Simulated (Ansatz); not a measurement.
NbSe2, relaxed as a doublet with UKS r2SCAN-D4/def2-TZVP in Ansatz, starting from the GFN2-xTB geometry. Force threshold 0.02 eV/Å.

In the def2 sets Nb takes a core potential; there is no spin–orbit coupling. The charge 0 doublet is spin-contaminated (final ⟨S²⟩ up to 1.72, 0.75 for a pure state). At r2SCAN-D4/def2-TZVP a quartet of charge 0 lies 0.52 eV below the doublet, each at its own geometry. The structure comes from a short search, and lower isomers may exist.

Start:

```csv
atom,x (Å),y (Å),z (Å)
Nb1,1.2775,-0.7148,-0.5231
Se2,-0.0685,1.0753,1.0084
Se3,-1.2090,-0.3605,-0.4854
```

Task: Estimate the energy that the relaxation releases and the steps that it takes.

Result: 25.0 kJ/mol, in 5 steps; 52 s on 2 threads of Arm Neoverse V2 on a shared host. No frequencies were taken in this run, so the end may be a saddle point.

Task: Does the start keep its bonding and symmetry?

Result: By distances, no bond broke or formed. The bond that changes most is Nb1–Se2, from 2.71 to 2.46 Å (atoms count from 1). The end is the same structure that another start reached. Point group Cs at the start, C2v at the end, both within 0.05 Å.

Task: Predict the relaxed structure.

Result: 
```xyz
3

Nb    1.217   -0.625   -0.445
Se    0.007    0.998    0.944
Se   -1.224   -0.373   -0.499
```
Bond lengths: 2 × Nb–Se 2.46 Å; 1 × Se–Se 2.34 Å.
